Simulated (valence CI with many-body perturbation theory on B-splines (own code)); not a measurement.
**E1 line list for Ir⁶⁺**

Calculated by relativistic CI+MBPT: three valence electrons over a frozen Dirac-Fock core [Xe] 4f14, a basis of 7 s, 7 p, 8 d, 6 f, 4 g, 1 h functions for each j, with the one-electron correlation potential Σ1, the two-electron term Σ2, the three-electron term Σ3, Breit, model QED; selected CI, second order for the rest, scaled by the run's own slope (own B-spline code, finite nucleus).

No measured levels were compared; by estimate terms of the open shell hold to 2 to 4 % of their energy, and close levels can change places; different configurations can be misplaced against each other by 1,000 to 8,000 cm⁻¹. The list stops below the first excitations out of the core.

Lines 301 to 350 of 564 in falling wavelength, among levels below 300070 cm⁻¹, chosen from the strongest by gf and those to the six lowest levels. Wavelengths and rates use the calculated energies, so an error of 2000 cm⁻¹ moves a line at 458.4 Å by 0.92 % and its rate by three times that or more. Electric multipoles are in the length gauge, E1 and E2 with the static RPA response of the core. Weak lines are less certain than strong ones. Lines between different terms over intervals too small for the method are left out, as are lines whose strength nearly cancels. Where a level lies close to another of its J and parity, the split of strength between their lines is uncertain. The highest levels of a list are the least certain.

Levels are named by their leading jj configuration (3d3/2^4 stands for four electrons in 3d with j = 3/2), which in mixed levels can hold well under half, so a name can repeat and another be missing. Letters in brackets count levels of one name in rising energy.

```tsv
λ vac (Å)	Upper	Lower	A (s⁻¹)	log gf	Branch %
458.4	(5d3/2 5d5/2 6p3/2) J=7/2 [a]	(5d5/2^3) J=9/2	5.31e+08	-0.87	4.2
458.3	(5d3/2 5d5/2 6p1/2) J=5/2 [a]	(5d3/2^2 5d5/2) J=3/2	2.22e+09	-0.38	23.9
457.1	(5d3/2 5d5/2 6p1/2) J=3/2 [b]	(5d3/2 5d5/2^2) J=5/2 [a]	9.60e+08	-0.92	8.7
457.1	(5d5/2^2 6p3/2) J=5/2 [a]	(5d3/2 5d5/2^2) J=3/2 [b]	1.65e+09	-0.51	15.8
456.5	(5d3/2^2 6p3/2) J=3/2 [a]	(5d3/2 5d5/2^2) J=5/2 [a]	9.61e+08	-0.92	6.8
455.7	(5d3/2^2 6p1/2) J=5/2	(5d3/2^3) J=3/2	1.33e+09	-0.60	46.9
455.4	(5d3/2 5d5/2 6p3/2) J=7/2 [b]	(5d3/2 5d5/2^2) J=7/2 [b]	2.75e+08	-1.16	1.9
455.1	(5d5/2^2 6p1/2) J=3/2	(5d3/2 5d5/2^2) J=5/2 [b]	2.31e+09	-0.54	18.2
455.0	(5d3/2^2 6p3/2) J=3/2 [b]	(5d5/2^3) J=3/2	1.43e+08	-1.75	1.2
455.0	(5d5/2^2 6p1/2) J=5/2	(5d3/2 5d5/2^2) J=5/2 [b]	5.87e+08	-0.96	8.3
455.0	(5d3/2 5d5/2 6p1/2) J=7/2 [a]	(5d3/2^2 5d5/2) J=7/2	4.77e+08	-0.93	10.3
454.6	(5d3/2 5d5/2 6p3/2) J=9/2 [a]	(5d3/2 5d5/2^2) J=11/2	6.66e+08	-0.69	10.8
453.8	(5d3/2^2 6p3/2) J=5/2	(5d3/2 5d5/2^2) J=5/2 [a]	5.03e+08	-1.03	3.2
453.1	(5d3/2^2 6p1/2) J=1/2	(5d3/2^2 5d5/2) J=3/2	3.43e+08	-1.68	2.9
452.8	(5d3/2 5d5/2 6p3/2) J=7/2 [b]	(5d3/2 5d5/2^2) J=5/2 [c]	6.19e+07	-1.82	0.4
452.1	(5d3/2 5d5/2 6p1/2) J=5/2 [a]	(5d3/2^2 5d5/2) J=7/2	9.58e+06	-2.75	0.1
451.7	(5d3/2 5d5/2 6p3/2) J=7/2 [a]	(5d3/2 5d5/2^2) J=5/2 [b]	4.96e+08	-0.92	3.9
451.1	(5d5/2^2 6p3/2) J=3/2	(5d5/2^3) J=5/2	4.87e+09	-0.23	33.5
451.0	(5d3/2^2 6p3/2) J=7/2	(5d3/2 5d5/2^2) J=5/2 [a]	3.17e+08	-1.11	2.2
450.8	(5d3/2 5d5/2 6p3/2) J=5/2 [a]	(5d3/2 5d5/2^2) J=5/2 [b]	3.79e+08	-1.16	2.1
449.6	(5d3/2^2 6p3/2) J=3/2 [b]	(5d3/2 5d5/2^2) J=5/2 [c]	3.08e+08	-1.43	2.6
449.2	(5d3/2^2 6p3/2) J=5/2	(5d3/2 5d5/2^2) J=7/2 [a]	1.16e+09	-0.68	7.2
448.8	(5d3/2^2 6p3/2) J=7/2	(5d3/2 5d5/2^2) J=9/2	8.48e+08	-0.69	5.8
448.6	(5d5/2^2 6p3/2) J=5/2 [b]	(5d5/2^3) J=5/2	4.07e+09	-0.13	34.5
447.7	(5d3/2 5d5/2 6p1/2) J=3/2 [a]	(5d3/2^2 5d5/2) J=1/2	2.31e+09	-0.56	23.5
447.5	(5d5/2^2 6p3/2) J=3/2	(5d3/2 5d5/2^2) J=3/2 [b]	1.82e+09	-0.66	12.5
447.1	(5d3/2 5d5/2 6p3/2) J=5/2 [b]	(5d5/2^3) J=3/2	1.31e+09	-0.63	11.2
446.7	(5d3/2 5d5/2 6p3/2) J=11/2	(5d5/2^3) J=9/2	8.20e+07	-1.53	1.8
446.5	(5d3/2^2 6p3/2) J=7/2	(5d3/2 5d5/2^2) J=7/2 [a]	4.92e+08	-0.93	3.3
445.4	(5d3/2 5d5/2 6p3/2) J=9/2 [b]	(5d3/2 5d5/2^2) J=11/2	3.25e+09	-0.01	27.7
445.3	(5d3/2 5d5/2 6p1/2) J=1/2	(5d3/2^2 5d5/2) J=1/2	7.15e+08	-1.37	7.1
445.1	(5d5/2^2 6p3/2) J=5/2 [b]	(5d3/2 5d5/2^2) J=3/2 [b]	9.85e+08	-0.76	8.3
444.5	(5d3/2^2 6p1/2) J=3/2	(5d3/2^3) J=3/2	8.71e+09	0.01	80.0
444.4	(5d3/2 5d5/2 6p3/2) J=5/2 [b]	(5d3/2 5d5/2^2) J=7/2 [b]	1.71e+09	-0.52	14.5
443.8	(5d3/2 5d5/2 6p3/2) J=9/2 [c]	(5d3/2 5d5/2^2) J=7/2 [b]	2.03e+08	-1.22	1.0
442.9	(5d3/2 5d5/2 6p3/2) J=7/2 [b]	(5d3/2 5d5/2^2) J=5/2 [b]	1.10e+09	-0.59	7.5
442.9	(5d3/2 5d5/2 6p1/2) J=9/2	(5d3/2^2 5d5/2) J=9/2	4.02e+09	0.07	57.4
442.8	(5d3/2 5d5/2 6p1/2) J=7/2 [a]	(5d3/2^2 5d5/2) J=5/2	1.48e+09	-0.46	32.0
442.6	(5d5/2^2 6p1/2) J=3/2	(5d3/2 5d5/2^2) J=1/2	2.17e+09	-0.59	17.1
442.3	(5d3/2 5d5/2 6p3/2) J=5/2 [c]	(5d5/2^3) J=3/2	1.52e+08	-1.57	1.7
442.2	(5d3/2 5d5/2 6p1/2) J=3/2 [a]	(5d3/2^2 5d5/2) J=3/2	1.06e+09	-0.91	10.8
441.9	(5d3/2 5d5/2 6p3/2) J=5/2 [b]	(5d3/2 5d5/2^2) J=5/2 [c]	3.91e+08	-1.16	3.3
441.4	(5d3/2 5d5/2 6p3/2) J=3/2 [b]	(5d5/2^3) J=3/2	7.00e+08	-1.09	4.2
440.9	(5d5/2^2 6p1/2) J=1/2	(5d3/2 5d5/2^2) J=3/2 [b]	1.23e+10	-0.14	78.1
440.1	(5d3/2 5d5/2 6p1/2) J=5/2 [a]	(5d3/2^2 5d5/2) J=5/2	4.85e+09	-0.07	52.2
439.9	(5d3/2 5d5/2 6p1/2) J=5/2 [b]	(5d3/2^2 5d5/2) J=3/2	4.98e+08	-1.06	6.2
439.8	(5d3/2^2 6p3/2) J=3/2 [b]	(5d3/2 5d5/2^2) J=5/2 [b]	1.77e+08	-1.69	1.5
439.8	(5d3/2 5d5/2 6p1/2) J=1/2	(5d3/2^2 5d5/2) J=3/2	5.68e+09	-0.48	56.1
439.8	(5d5/2^2 6p1/2) J=3/2	(5d3/2 5d5/2^2) J=3/2 [a]	4.92e+09	-0.24	38.7
439.7	(5d5/2^2 6p1/2) J=5/2	(5d3/2 5d5/2^2) J=3/2 [a]	1.83e+09	-0.50	26.0
```
